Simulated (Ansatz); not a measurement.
**Pb(SH)4 in a box, plane waves**

Ansatz 0.2.0, DFT PBE, spin-orbit coupling, plane waves, PAW, molecule in a box. The geometry was relaxed with Gaussian bases (B3LYP; Pb def2-SVP with ECP60, S def2-SVP, H def2-SVP).

```yaml
crystal:
  lattice:
    - [13.86, 0.0, 0.0]
    - [0.0, 13.86, 0.0]
    - [0.0, 0.0, 12.04]
  atoms:
    - { symbol: Pb, position: [0.49997691, 0.49997691, 0.50006312] }
    - { symbol: S, position: [0.60672799, 0.61296392, 0.61300914] }
    - { symbol: H, position: [0.6752785, 0.54421356, 0.62637209] }
    - { symbol: S, position: [0.39322583, 0.3869899, 0.61300914] }
    - { symbol: H, position: [0.32467532, 0.45574026, 0.62637209] }
    - { symbol: S, position: [0.61296392, 0.39322583, 0.38711711] }
    - { symbol: H, position: [0.54421356, 0.32467532, 0.37375415] }
    - { symbol: S, position: [0.3869899, 0.60672799, 0.38711711] }
    - { symbol: H, position: [0.45574026, 0.6752785, 0.37375415] }
basis:
  ecutwfc: 420
  ecutrho_ratio: 4
kpoints:
  mp_grid: { grid: [1, 1, 1] }
hamiltonian:
  xc: pbe
scf:
  occupations: { method: gaussian, width: 0.01 }
output:
  forces: true
  eigenvalues: true
  populations: true
  write_density: true
  write_potential: true
  elf: true
  volumetric_format: npy
magnetization:
  noncollinear: true
  spin_orbit: true
```

Command:
```sh
ansatz run input.yaml --threads 2 --pin off --max-ram 5120MiB --backend cpu --events-out ev --progress --plain --runs-dir out
```
It took 37 s on 2 threads of Arm Neoverse V1, with other jobs on the host, peak memory 2.8 GiB.

How does the SCF go?


```
SCF iter   1: F=—  HF=-15618.722177 eV  |F-HF|=—  |Δ(HF+E_count)|=         —  Δρ=1.36e-2
preconditioner: auto → Resta (q_TF=auto, 1.399 Å⁻¹)  ε∞=1.2  [insulator: Δε(μ)=2.541 eV  Ē_g=7.989 eV  σ=0.010 eV  W_gap=1.00  n_s
spin=Noncollinear: Resta preconditioning applied to the charge; magnetization (m_x, m_y, m_z) channels mix plain (no charge-respon
SCF iter   2: F=—  HF=-15617.437342 eV  |F-HF|=—  |Δ(HF+E_count)|=    1.28e0  Δρ=8.32e-3
SCF iter   3: F=—  HF=-15617.105258 eV  |F-HF|=—  |Δ(HF+E_count)|=   3.32e-1  Δρ=3.05e-3
SCF iter   4: F=—  HF=-15617.083362 eV  |F-HF|=—  |Δ(HF+E_count)|=   2.19e-2  Δρ=5.35e-4
SCF iter   5: F=—  HF=-15617.082456 eV  |F-HF|=—  |Δ(HF+E_count)|=   9.06e-4  Δρ=1.40e-4
SCF iter   6: F=—  HF=-15617.082488 eV  |F-HF|=—  |Δ(HF+E_count)|=   3.16e-5  Δρ=3.94e-5
SCF iter   7: F=—  HF=-15617.082644 eV  |F-HF|=—  |Δ(HF+E_count)|=   1.56e-4  Δρ=8.21e-6
SCF iter   8: F=-15617.082644 eV  HF=-15617.082644 eV  |F-HF|=2.07e-9  |Δ(HF+E_count)|=   7.03e-7  Δρ=1.21e-6
```

Which levels lie next to the highest filled one (eV, counted from it)?

Filled: -1.38, -1.38, -0.17, -0.17, -0.09, -0.09, -0.01, -0.01, 0.00, 0.00. Empty: 2.02, 2.02, 4.54, 4.54, 5.01, 5.01, 5.34, 5.34.

What forces are left at this geometry, relaxed with Gaussian bases (eV/Å)?


```
Pb   0.00  0.00  0.00
S   -0.13 -0.11 -0.13
H   -0.02 -0.02 -0.02
S    0.13  0.11 -0.13
H    0.02  0.02 -0.02
S   -0.11  0.13  0.13
H   -0.02  0.02  0.02
S    0.11 -0.13  0.13
H    0.02 -0.02  0.02
```

The highest of the empty levels listed lie near the vacuum level and may be states of the box.

The forces come from the other functional as well as from the basis.

A frequency check found unstable modes (1, the lowest at -37 cm⁻¹), so the relaxed geometry is a saddle point, or these are noise.
